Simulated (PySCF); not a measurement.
C₂H₇NOSi₂. Atoms are numbered in the order given.

```xyz
13

C      0.6726     2.5165     0.0000
C      0.3887     1.0414     0.0000
N      1.3297     0.1681     0.0000
Si     0.7709    -1.5135     0.0000
O     -0.9074    -1.3314     0.0000
Si    -1.3925     0.2747     0.0000
H      0.2162     2.9937     0.8847
H      0.2162     2.9937    -0.8847
H      1.7565     2.7016     0.0000
H      1.2338    -2.2222     1.2197
H      1.2338    -2.2222    -1.2197
H     -2.1849     0.6130     1.2150
H     -2.1849     0.6130    -1.2150
```
Charge 0, spin multiplicity 1.

Geometry optimised at B3LYP-D3(BJ)/def2-SVP. The structure was generated by enumeration, and PubChem lists no compound with its InChIKey, so it may never have been made.

Computed with PBE0/pcSseg-1 in PySCF.

GIAO shieldings, no solvent; atoms alike by connectivity are averaged. δ = σ(ref) − σ: ¹³C against TMS (σ = 186.3 ppm); ¹⁵N against NH3 (σ = 267.4 ppm); ²⁹Si against TMS (σ = 352.7 ppm); ¹⁷O against H2O (σ = 334.2 ppm); ¹H against TMS (σ = 31.56 ppm), references at their B3LYP-D3(BJ)/def2-TZVP geometries, non-relativistic.

Computed chemical shifts:
| nucleus | atoms | count | δ (ppm) |
|---|---|---|---|
| ¹³C | C2 | 1 | 216.2 |
| ¹³C | C1 | 1 | 34.9 |
| ¹⁵N | N3 | 1 | 460.2 |
| ²⁹Si | Si4 | 1 | 5.2 |
| ²⁹Si | Si6 | 1 | -27.8 |
| ¹⁷O | O5 | 1 | 46.2 |
| ¹H | H10, H11 | 2 | 5.76 |
| ¹H | H12, H13 | 2 | 5.22 |
| ¹H | H7, H8, H9 | 3 | 2.82 |
